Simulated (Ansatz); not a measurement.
System: CH3BI, net charge 0, doublet state. SMILES: [B](I)C
Coordinates optimised at B3LYP-D3(BJ)/def2-TZVP (Ansatz, an electronic-structure program):
```
C
H 1 1.0915
H 1 1.0940 2 109.51
H 1 1.0988 2 106.96 3 -115.52
B 1 1.5427 2 112.94 4 -117.21
I 5 2.1165 1 127.21 2 -159.61
```
Charge 0, spin multiplicity 2.

Wanted: atomisation energy, in kcal/mol. Conventions: 6-31G* and kin with 6d, 5d where marked; atomisation electronic, to ground-state atoms; STO-3G and 3-21G all-electron and non-relativistic; no dispersion term unless named; no spin-orbit coupling; def2 sets with scalar-relativistic core potentials past Kr; LANL2DZ with its own core potentials from Na on; open shells spin-unrestricted. First-principles rows: single points at B3LYP-D3(BJ) geometries (Ansatz).

```json
[
 {"level": "B3LYP/STO-3G", "program": "Ansatz", "atomisation energy (kcal/mol)": "579.3"},
 {"level": "B3LYP/3-21G", "program": "Ansatz", "atomisation energy (kcal/mol)": "456.9"},
 {"level": "B3LYP/LANL2DZ", "program": "Ansatz", "atomisation energy (kcal/mol)": "449.8"},
 {"level": "B3LYP/def2-SVP", "program": "Ansatz", "atomisation energy (kcal/mol)": "467.1"},
 {"level": "B3LYP/6-31G* with LANL2DZ past Ar", "program": "Ansatz", "atomisation energy (kcal/mol)": "462.1"},
 {"level": "B3LYP/def2-TZVPD", "program": "Ansatz", "atomisation energy (kcal/mol)": "464.3"}
]
```

No value to compare with is used here. The 5 habitual levels span 449.8 (B3LYP/LANL2DZ) to 579.3 kcal/mol (B3LYP/STO-3G); B3LYP/def2-TZVPD gives 464.3.

The sets are all those run for this method; left out are runs that failed, that the program found above a lower state of the same kind, or whose <S^2> lies over 0.5 above the pure value.
